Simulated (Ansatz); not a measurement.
# Molecular dynamics of CH₉ClO₂Si₃

Input:

```yaml
crystal:
  periodic: [false, false, false]
  atoms:
    - { symbol: Si, position_ang: [0.313123, -0.570772, 0.417845] }
    - { symbol: C, position_ang: [0.07103, 0.282745, 2.091994] }
    - { symbol: H, position_ang: [-0.979961, 0.49335, 2.325206] }
    - { symbol: H, position_ang: [0.517898, -0.299559, 2.910193] }
    - { symbol: H, position_ang: [0.524969, 1.303801, 1.970664] }
    - { symbol: O, position_ang: [1.979082, -0.449161, 0.228199] }
    - { symbol: Si, position_ang: [2.595796, -1.193809, -1.21955] }
    - { symbol: H, position_ang: [1.516673, -0.987074, -2.164954] }
    - { symbol: H, position_ang: [3.805243, -0.504922, -1.650929] }
    - { symbol: H, position_ang: [2.901168, -2.578004, -0.979176] }
    - { symbol: Cl, position_ang: [-0.918579, 0.599911, -0.897146] }
    - { symbol: O, position_ang: [-0.099896, -2.105698, 0.096732] }
    - { symbol: Si, position_ang: [-1.680041, -2.665244, 0.500566] }
    - { symbol: H, position_ang: [-2.062602, -2.193935, 1.839532] }
    - { symbol: H, position_ang: [-2.674135, -2.260694, -0.445151] }
    - { symbol: H, position_ang: [-1.575761, -4.115467, 0.638624] }
basis:
  gaussian: { orbitals: STO-3G }
hamiltonian:
  xc: pbe
  dispersion: d4
md:
  timestep: 0.5
  n_steps: 250
  ensemble: nvt_nose_hoover
  temperature: 400.0
  initial_velocities: maxwell_boltzmann
  seed: 744183
  nose_hoover: { tau: 300.0, chain_length: 1 }
  temperature_schedule:
    - { n_steps: 62, end_temperature: 400.0 }
    - { n_steps: 188, end_temperature: 1200.0 }
```

Launched with:

```bash
$ ansatz run input.yaml --threads 1 --pin off --max-ram 2048MiB --backend cpu --events-out ev --progress --plain --runs-dir out
```

It goes on from the last frame of an earlier run, with new velocities.

Output, in part (step lines, the closing report, with atoms numbered from 0):

```
md step     0: t =     0.00 fs  T =   400.0 K (target 400.0 K)  F+E_penalty+E_count = -40933.02278608 eV  E_kin = 0.723856 eV  conserved = -40932.29893008 eV  (25 SCF iters)
[... lines left out ...]
Total energy: -40932.76423040 eV, -1504.2513402430 hartree
Atom 0 at     0.302237    -0.428008     0.592109 Å, force     1.374499    -0.885231    -0.343944 eV/Å
Atom 1 at     0.495969     0.420217     2.249948 Å, force     0.294682    -0.273157    -0.340268 eV/Å
Atom 2 at     0.267637    -0.343525     2.962409 Å, force    -0.482764    -1.119831     1.143039 eV/Å
Atom 3 at     1.569001     0.632597     2.445299 Å, force    -0.497023     0.714622    -0.313918 eV/Å
Atom 4 at    -0.215943     1.224898     2.456597 Å, force     0.322788     0.624602    -0.145956 eV/Å
Atom 5 at     1.872699    -0.276129    -0.094432 Å, force    -1.701269     0.885759     2.370359 eV/Å
Atom 6 at     2.424023    -1.395978    -1.171822 Å, force     1.363527    -1.227636    -1.568677 eV/Å
Atom 7 at     1.376875    -2.290908    -1.666801 Å, force     0.204094    -0.211656     0.049536 eV/Å
Atom 8 at     2.873148    -0.551703    -2.260370 Å, force     0.189436    -0.141735    -0.478252 eV/Å
Atom 9 at     3.648571    -2.123242    -0.686442 Å, force    -0.948936     0.265475    -0.088828 eV/Å
Atom 10 at    -0.976332     0.539131    -0.799381 Å, force    -0.472493     0.320715    -0.139634 eV/Å
Atom 11 at    -0.158144    -2.087648     0.817607 Å, force    -0.471988     0.710069    -0.259288 eV/Å
Atom 12 at    -1.572579    -2.667880    -0.064257 Å, force     0.018836     1.237104     0.402393 eV/Å
Atom 13 at    -2.847939    -1.924913     0.218095 Å, force     0.864524    -0.349706    -0.113977 eV/Å
Atom 14 at    -1.240758    -2.535698    -1.477742 Å, force    -0.241749    -0.298443    -0.151386 eV/Å
Atom 15 at    -1.781244    -4.034770     0.363617 Å, force     0.183833    -0.250951    -0.021199 eV/Å
Dipole moment:     0.078316    -0.423246     0.359726 e Å
```

The steps, from the saved trajectory:

```tsv
time (fs)	T (K)	potential energy less start (eV)	conserved less start (meV/atom)
0	400	0.000	0.00
4	329	0.130	0.07
8	326	0.137	0.11
12	306	0.173	0.11
16	352	0.088	0.05
20	375	0.047	0.02
24	303	0.178	0.09
28	296	0.190	0.11
32	317	0.152	0.06
36	348	0.096	0.06
40	387	0.026	0.06
44	359	0.078	0.10
48	379	0.041	0.08
52	376	0.047	0.04
56	337	0.119	0.08
60	341	0.113	0.10
64	328	0.138	0.10
68	365	0.071	0.05
72	322	0.149	0.04
76	239	0.302	0.10
80	280	0.228	0.11
84	288	0.215	0.08
88	321	0.157	0.04
92	329	0.143	0.06
96	284	0.228	0.11
100	296	0.208	0.09
104	274	0.248	0.06
108	293	0.216	0.06
112	353	0.109	0.09
116	371	0.081	0.10
120	368	0.089	0.06
124	288	0.237	0.08
```

The run went to its last step. The conserved energy stayed within 0.16 meV per atom of its start (net change 0.089 meV per atom), so the integration is sound. The schedule's set-point averaged 934 K over the second half and the system 313 K, so it lags behind the ramp. A run of 0.12 ps of so small a system gives no equilibrium averages. Limits of this set-up: minimal basis.

The same pairs are bonded in the first frame and the last. Pairs count as bonded within 1.25 times the sum of covalent radii (0.12 Å more for H–H).

Last frame:

```xyz
16
Properties=species:S:1:pos:R:3
Si 0.302 -0.428 0.592
C 0.496 0.420 2.250
H 0.268 -0.344 2.962
H 1.569 0.633 2.445
H -0.216 1.225 2.457
O 1.873 -0.276 -0.094
Si 2.424 -1.396 -1.172
H 1.377 -2.291 -1.667
H 2.873 -0.552 -2.260
H 3.649 -2.123 -0.686
Cl -0.976 0.539 -0.799
O -0.158 -2.088 0.818
Si -1.573 -2.668 -0.064
H -2.848 -1.925 0.218
H -1.241 -2.536 -1.478
H -1.781 -4.035 0.364
```

Time of the run: 23 min on 1 thread of Arm Neoverse V1, with other jobs on the host, peak memory 0.13 GiB.
